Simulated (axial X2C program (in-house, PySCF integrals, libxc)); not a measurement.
## Ionising RuSe

Computed with an in-house all-electron X2C program for linear molecules (integrals from PySCF), spin-free (one-electron X2C) or two-component (2c: spin–orbit coupling with atomic mean-field Coulomb and Gaunt terms, which also bring small scalar terms), in Dyall basis sets with cores contracted in-house; open shells are unrestricted.

Basis sets: Ru dyall-cv3z, Se dyall-cv3z.

```
Hamiltonian  level      RuSe state  Re (Å)  ωe (cm⁻¹)  De (eV)
  spin-free     HF  M_S = 2, Λ = 2   2.279      316.6     0.74
  spin-free   PBE0  M_S = 2, Λ = 2   2.208      354.4     3.48
```

Adiabatic ionisation energy (minimum to minimum, no zero-point term) and constants of RuSe⁺:

```tsv
Hamiltonian	level	RuSe⁺ state	IE (eV)	Re (Å)	ωe (cm⁻¹)	De (eV)	fragments
spin-free	HF	M_S = 5/2, Λ = 0	6.07	2.516	161.3	0.96	Ru+ + Se
spin-free	PBE0	M_S = 5/2, Λ = 0	7.83	2.250	318.7	3.12	Ru+ + Se
```

**Question.** Add the zero-point terms to the ionisation energy at PBE0, spin-free, and say whether the electron removed was bonding.

**Answer.** IE0 = IE + (ωe⁺ − ωe)/2 = 7.83 + (-0.002) = 7.83 eV. Re changes by 0.042 Å, so the bond lengthens, as on loss of a bonding electron.

**Question.** Close the cycle De(RuSe⁺) + IE(RuSe) = De(RuSe) + IE(Ru) to find the atomic ionisation energy at PBE0, spin-free.

**Answer.** IE(Ru) = 3.12 + 7.83 − 3.48 = 7.47 eV, for the determinants used.

Each entry is the lowest single determinant of a limited PBE0 search at one distance. De goes to single-determinant-based atoms at the same level (for ions the charge split of lowest energy) and is withheld (n/a) where an atom does not fit its ground term or J level. Main or longest-lived isotopes. One determinant is a doubtful description, or other states lie close, for RuSe, RuSe⁺; these need not be ground states, and all values refer to the states named. The functionals have no current term, which raises determinants with orbital currents.
